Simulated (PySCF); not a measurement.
# Zr: electron affinity

Zr⁻ [Kr] 4d3 5s2 (4F) → Zr [Kr] 4d2 5s2 (3F), as a difference of total energies. Computed with PySCF 2.14 in aug-cc-pVDZ-PP with ECP28MDF, with scalar relativity through the core potential. Correlated levels: valence: 4s2 4p6 frozen. The calculations carry no spin-orbit coupling.

```csv
method,electron affinity (eV)
UHF,-0.197
MP2 (valence),-0.143
SCS-MP2 (valence),-0.460
CCSD (valence),0.159
CCSD(T) (valence),0.233
```

The reference lies between the lowest fine-structure levels, while these numbers refer to the centres of the terms.

Errors of the correlated levels include the incompleteness of this basis and the frozen core.

A negative affinity means that the anion lies above the atom at that level of theory.

The coupled-cluster amplitudes are large for Zr⁻ (T1 above 0.03 or a double amplitude above 0.15), so a single reference is strained.

For comparison: 0.433 eV (measured; photodetachment measurements, as compiled on the Wikipedia data page of electron affinities).
